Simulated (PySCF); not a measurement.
The numbers are results of PBE0-D4/def2-TZVP in PySCF 2.14.0, not measurements. Gas-phase values, no solvent. One relaxed conformer stands for a flexible species; it need not be the lowest. Excitations are Tamm–Dancoff values on a coarser integration grid. The basis has no diffuse functions, so Rydberg states are missing or too high.

Reference species (SMILES): `[F][Ga]([F])[F]` (neutral, multiplicity 1).

| Quantity | Result |
|---|---|
| T1 excitation (TDA) | 7.17 eV |
| HOMO | -11.77 eV |
| LUMO | -2.34 eV |
| HOMO–LUMO gap | 9.42 eV |

Changed species: `[NH2][Ga]([NH2])[F]` (2 of 3 F replaced by NH2; the reference has 0 of 3 F replaced by NH2).

Problem. What does the change do to the T1 excitation (TDA), HOMO, LUMO and HOMO–LUMO gap?

Solution. the T1 excitation (TDA) decreases by 2.12 eV, to 5.05 eV; the HOMO rises by 4.46 eV, to -7.31 eV; the LUMO rises by 2.02 eV, to -0.32 eV; the HOMO–LUMO gap falls by 2.43 eV, to 6.99 eV.
